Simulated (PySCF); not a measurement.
**Radial density of Ge⁺ (germanium, charge +1)**

UHF, [Ar] 3d10 4s2 4p1, 2P determinant. Computed with PySCF 2.14 in def2-TZVP, with no relativity, point nucleus.

| r (bohr) | 4πr²ρ (e/bohr) | 4πr²(ρα − ρβ) |
| --- | --- | --- |
| 0.000663 | 0.1190 | 0.0000 |
| 0.00112 | 0.3280 | 0.0000 |
| 0.00188 | 0.8818 | 0.0000 |
| 0.00316 | 2.301 | 0.0000 |
| 0.00531 | 5.670 | 0.0000 |
| 0.00893 | 12.74 | -0.0001 |
| 0.0150 | 24.47 | 0.0000 |
| 0.0253 | 36.45 | 0.0010 |
| 0.0425 | 37.46 | 0.0056 |
| 0.0715 | 31.41 | 0.0174 |
| 0.120 | 42.06 | 0.0237 |
| 0.202 | 38.54 | -0.0052 |
| 0.340 | 22.76 | 0.0152 |
| 0.572 | 28.29 | 0.0310 |
| 0.963 | 10.75 | 0.0159 |
| 1.62 | 2.476 | 0.3604 |
| 2.72 | 0.9625 | 0.3692 |
| 4.58 | 0.1007 | 0.0645 |
| 7.71 | 0.0006808 | 0.0006 |

Where is the radial spin density 4πr²(ρα − ρβ) most negative, and why is it negative at all?

Around r = 0.202 bohr, down to -0.0052 e/bohr: exchange with the open shell polarises the paired shells in an unrestricted calculation.
